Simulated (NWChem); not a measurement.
Species: CH3BeIS; SMILES C[S][Be][I]

```xyz
7

Be     0.3231     0.7391     0.0002
I     -0.0092    -1.4104     0.0000
S      0.6244     2.6146     0.0000
C     -1.0874     3.2751     0.0001
H     -1.6521     2.9390    -0.8791
H     -0.9961     4.3685    -0.0406
H     -1.6234     3.0025     0.9185
```
Atoms are numbered in this order, from 1.

Results from NWChem. Geometry: optimised at PBE0/def2-SVP. Not confirmed as a minimum by frequencies. def2 effective core potentials on I; no spin-orbit coupling. Ions are spin-unrestricted doublets at the neutral geometry; other ion states weren't tried.

For level PBE/def2-SVP:

| Item | Result |
|---|---|
| vertical ionisation energy, ΔSCF (eV) | 8.85 |
| −ε(HOMO) (eV) | 5.96 |

### Question
Estimate the same quantities for level CAM-B3LYP/def2-SVP.

### Answer
The vertical ionisation energy, ΔSCF (eV) is 9.30 and the −ε(HOMO) (eV) is 8.36.
